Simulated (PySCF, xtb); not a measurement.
C3H7, SMILES C(C)[CH2], multiplicity 2.

Coordinates come from a B3LYP-D3(BJ)/def2-TZVP optimisation. The isomer is the one that the SMILES or the coordinates give; other isomers of the formula were not compared.

Method: PySCF with C-PCM-M06-2X/def2-SVP.

The values are the electrostatic part of the solvation free energy, E(continuum) − E(gas) at the gas-phase geometry, in a cavity of scaled van der Waals radii (PySCF's table); cavitation and dispersion terms are not included. The dipole moment in vacuum is 0.25 D.

Task: Estimate the values in water (ε = 78.36), benzene (ε = 2.27), diethylether (ε = 4.24). (An estimate is asked for; the answer gives what the named calculation found.)

Result: 
| solvent | ε | ΔG(elec) (kcal/mol) | dipole (D) |
|---|---|---|---|
| water | 78.36 | -0.7 | 0.32 |
| benzene | 2.27 | -0.4 | 0.29 |
| diethylether | 4.24 | -0.5 | 0.30 |

For comparison, GFN2-xTB/ALPB(water) (xtb, at the GFN2-xTB geometry, all terms of that model) gives -0.2 kcal/mol.
